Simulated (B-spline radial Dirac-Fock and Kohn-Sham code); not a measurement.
**Dipole and non-dipole photoemission parameters of Zn⁺ 3d5/2**

System: Zn⁺, configuration 1s2 2s2 2p6 3s2 3p6 3d10 4s1; threshold 26.04 eV (orbital energy of the model). Level of theory: Dirac-Hartree-Slater photoionisation with a Latter tail; cross sections with all multipoles, angular parameters from the dipole term and its interference with E2; a radial B-spline solver.

The run's input, task.json:

```json
{"items": [{
  "Z": 30,
  "q": 1,
  "cfg": [[1, 0, 2], [2, 0, 2], [2, 1, 6], [3, 0, 2], [3, 1, 6], [3, 2, 10], [4, 0, 1]],
  "A": 64,
  "rrms": 3.9283,
  "do": "xps",
  "hv": [60, 66.3, 100, 104.0, 127.0, 152.0, 200, 300, 366.0, 372.0, 415.0, 607.0, 758.0, 950.0, 1200.0, 1253.6, 1380.0, 1486.9, 1730.0, 2370.0, 3930.0, 4080.0, 4680.0, 6810.0, 8047.8, 8090.0, 10100.0, 12800.0, 13300.0, 15000]
}]}
```

Run with: `python xray2_run.py task.json out`

For linearly polarised light dσ/dΩ = σ/(4π) [1 + β P₂(cos θ) + (δ + γ cos²θ) sin θ cos φ], with θ from the polarisation vector and φ the angle between the beam and the projection of the electron momentum on the plane normal to the polarisation.

```
hν (eV)    σ (kb)      β       γ      δ
     60      5590  0.169  -0.003  0.012
   66.3      5660  0.249  -0.001  0.013
    100      4830  0.567   0.007  0.015
    104      4680  0.596   0.008  0.016
    127      3790  0.733   0.014  0.018
    152      2980  0.843   0.023  0.020
    200      1910  0.987   0.040  0.023
    300       810  1.141   0.083  0.029
    366       498  1.186   0.115  0.033
    372       478  1.188   0.118  0.033
    415       359  1.204   0.141  0.035
    607       122  1.210   0.242  0.046
    758      61.9  1.182   0.315  0.054
    950      30.0  1.133   0.397  0.065
   1200      13.8  1.065   0.486  0.079
 1253.6      11.8  1.051   0.503  0.082
   1380      8.50  1.018   0.539  0.090
 1486.9      6.55  0.991   0.567  0.096
   1730      3.82  0.935   0.622  0.110
   2370         ?      ?       ?      ?
   3930     0.173  0.634   0.897  0.233
   4080     0.149  0.621   0.908  0.241
   4680    0.0858  0.577   0.950  0.272
   6810    0.0183  0.461   1.048  0.372
 8047.8   0.00901  0.414   1.077  0.425
   8090   0.00881  0.413   1.077  0.427
  10100   0.00340  0.357   1.102  0.506
  12800   0.00121  0.304   1.116  0.602
  13300   0.00102  0.297   1.117  0.619
  15000  0.000603  0.273   1.120  0.674
```

**Question.** Give the values at 2370 eV.

**Answer.** σ = 1.21 kb, β = 0.815, γ = 0.733, δ = 0.147.

Values without a named source are computed, but for edge energies of neutral atoms, which are taken from tables.
